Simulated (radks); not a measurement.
Q: Radial electron density D(r) = 4 pi r^2 rho(r) of an atom or ion with 10 electrons. All-electron calculation, scalar-relativistic Kohn-Sham, LB94 model potential, spin-unpolarised, spherical densities, finite nucleus; Fermi nuclear charge, rms radius of each element as measured or else 0.836 A^(1/3) + 0.57 fm. Program: a radial shooting solver on a logarithmic mesh with Libxc functionals.

```
   r/bohr * D(r) (the largest magnitude, 44.9, reaches the edge; | marks zero)
  0.00165 |*
 0.001831 |*
 0.002048 | *
  0.00229 | *
 0.002562 |  *
 0.002842 |  *
 0.003179 |   *
 0.003556 |    *
 0.003977 |     *
 0.004413 |      *
 0.004936 |       *
 0.005521 |         *
 0.006127 |          *
 0.006853 |             *
 0.007665 |               *
 0.008573 |                  *
 0.009513 |                    *
  0.01064 |                        *
   0.0119 |                           *
  0.01331 |                               *
  0.01477 |                                  *
  0.01652 |                                      *
  0.01848 |                                         *
  0.02067 |                                            *
  0.02293 |                                               *
  0.02565 |                                                 *
  0.02869 |                                                  *
  0.03184 |                                                  *
  0.03561 |                                                 *
  0.03983 |                                               *
  0.04455 |                                             *
  0.04943 |                                           *
  0.05529 |                                         *
  0.06185 |                                       *
  0.06917 |                                       *
  0.07676 |                                        *
  0.08585 |                                          *
  0.09603 |                                             *
   0.1066 |                                                 *
   0.1192 |                                                    *
   0.1333 |                                                      *
   0.1491 |                                                      *
   0.1654 |                                                   *
   0.1851 |                                             *
    0.207 |                                     *
   0.2315 |                             *
   0.2569 |                     *
   0.2873 |             *
   0.3214 |       *
   0.3595 |   *
   0.3989 | *
   0.4461 |*
    0.499 *
   0.5537 *
   0.6193 *
   0.6927 *
   0.7748 *
```

What is the nuclear charge?

A: Z = 34. The innermost maximum, from 1s, lies near gamma/Z bohr with gamma = sqrt(1 - (Z/c)^2) = 0.969, here 0.0285 bohr (found: 0.0306), and its height grows with Z. The density is that of the selenium ion Se24+ in [Ne]; the configuration itself is not fixed sharply by these data, and Z only to about a unit. D(r) has 2 maxima, at r = 0.0306, 0.138 bohr, and minima at 0.0675 bohr, inside which lie 2.13 electrons.
